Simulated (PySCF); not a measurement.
Species: C₇H₁₉NSi.
Numbering: `[CH3:1][CH:2]([CH3:3])[C@H:4]([CH3:5])[SiH2:6][N:7]([CH3:8])[CH3:9]` (hydrogens: H10, H11, H12 on C1; H13 on C2; H14, H15, H16 on C3; H17 on C4; H18, H19, H20 on C5; H21, H22 on Si6; H23, H24, H25 on C8; H26, H27, H28 on C9)

Computed by this run: PBE0-D3(BJ)/def2-SVP geometry optimisation, gas phase (PySCF); density fitting, grid level 1; the optimiser is geomeTRIC in internal coordinates, started from a GFN2-xTB structure.

Step 0: E = -16914.6862 eV
```
atom  x, y, z in Å  |  force x, y, z in eV/Å
C1     -1.9344   -1.0213    0.8978    0.373   0.528  -0.049
C2     -1.3007    0.2959    0.4599   -0.339   0.008  -0.082
C3     -2.3456    1.4130    0.4922    0.532  -0.385   0.028
C4     -0.6149    0.1967   -0.9148   -0.078  -0.364   0.064
C5     -1.5089   -0.4067   -1.9946    0.403   0.205   0.222
Si6     1.0366   -0.7563   -0.8651   -0.703   0.628   0.139
N7      2.0087   -0.1250    0.4071    0.444   0.301   0.382
C8      3.1243   -0.8851    0.9083   -0.433   0.276  -0.203
C9      2.2049    1.2918    0.5943   -0.074  -0.615  -0.152
H10    -1.2132   -1.8315    0.8324    0.240  -0.465   0.021
H11    -2.7925   -1.2652    0.2762   -0.368  -0.173  -0.241
H12    -2.2747   -0.9474    1.9290   -0.159  -0.040   0.392
H13    -0.5266    0.5497    1.1927    0.200   0.045   0.199
H14    -1.8995    2.3692    0.2241    0.129   0.415  -0.105
H15    -2.7692    1.5041    1.4906   -0.226   0.074   0.382
H16    -3.1585    1.2083   -0.2008   -0.387  -0.043  -0.292
H17    -0.3995    1.2248   -1.2304    0.284   0.263  -0.085
H18    -2.4681    0.1042   -2.0527   -0.424   0.154  -0.070
H19    -1.0257   -0.3207   -2.9652    0.109  -0.008  -0.480
H20    -1.6895   -1.4618   -1.8089   -0.190  -0.498   0.006
H21     0.8647   -2.1741   -0.5321   -0.119  -0.589   0.013
H22     1.6344   -0.6786   -2.2156    0.204   0.014  -0.481
H23     3.2868   -0.6500    1.9639    0.146  -0.026   0.389
H24     2.9174   -1.9467    0.8115    0.014  -0.538   0.044
H25     4.0489   -0.6605    0.3621    0.435   0.009  -0.110
H26     3.0973    1.6501    0.0659    0.310   0.265  -0.157
H27     1.3431    1.8407    0.2276   -0.346   0.369  -0.107
H28     2.3335    1.5097    1.6589    0.024   0.192   0.335
```

**Question.** Estimate the geometry and energy of step 1. (The exact step hangs on the optimiser's Hessian estimate; all steps are aligned on step 0, rigid shifts and turns removed.)

**Answer.** E = -16914.8018 eV, largest force 0.207 eV/Å
```
atom  x, y, z in Å  |  force x, y, z in eV/Å
C1     -1.9168   -1.0379    0.9237   -0.058  -0.065  -0.004
C2     -1.3163    0.2850    0.4629    0.071   0.003   0.047
C3     -2.3574    1.3977    0.5055   -0.064   0.068   0.000
C4     -0.6411    0.1872   -0.9228    0.081   0.116   0.050
C5     -1.5250   -0.3984   -2.0238   -0.031  -0.065  -0.043
Si6     1.0218   -0.7222   -0.8635   -0.052  -0.081  -0.183
N7      2.0477   -0.0987    0.3982   -0.063  -0.034   0.001
C8      3.1099   -0.8998    0.9470    0.096  -0.035   0.036
C9      2.2550    1.3157    0.5590    0.041   0.108   0.034
H10    -1.1882   -1.8633    0.8793   -0.007   0.032   0.006
H11    -2.7814   -1.3214    0.3000    0.031  -0.011   0.034
H12    -2.2738   -0.9643    1.9633    0.006   0.002  -0.023
H13    -0.5232    0.5492    1.1875   -0.024  -0.005  -0.033
H14    -1.9129    2.3724    0.2449   -0.015  -0.025   0.006
H15    -2.8016    1.4905    1.5101    0.013  -0.008  -0.024
H16    -3.1839    1.2083   -0.2004    0.025   0.005   0.026
H17    -0.3863    1.2224   -1.2281    0.014  -0.043   0.014
H18    -2.4909    0.1293   -2.1012    0.044  -0.015   0.001
H19    -1.0360   -0.3247   -3.0081   -0.008  -0.001   0.014
H20    -1.7483   -1.4647   -1.8525    0.006   0.037  -0.009
H21     0.8395   -2.1851   -0.5944    0.041   0.023   0.043
H22     1.6334   -0.6253   -2.2423   -0.045   0.029   0.043
H23     3.2507   -0.6835    2.0241   -0.020  -0.016  -0.034
H24     2.8823   -1.9735    0.8513   -0.007   0.047   0.002
H25     4.0890   -0.7192    0.4513   -0.048  -0.020   0.027
H26     3.1607    1.6863    0.0315   -0.038  -0.018   0.011
H27     1.3943    1.8914    0.1826    0.028  -0.031   0.010
H28     2.3779    1.5738    1.6293   -0.017   0.001  -0.049
```

The energy changes by -0.1156 eV. The first-order estimate −F·Δx gives -0.2462 eV and the mean of the old and new forces, exact on a quadratic surface, -0.1155 eV. The step makes an angle of 73° with the force vector and moves no atom by more than 0.114 Å.

The cost below is that of the whole optimisation. Rough CPU time on one thread of a shared machine: about 10 min.
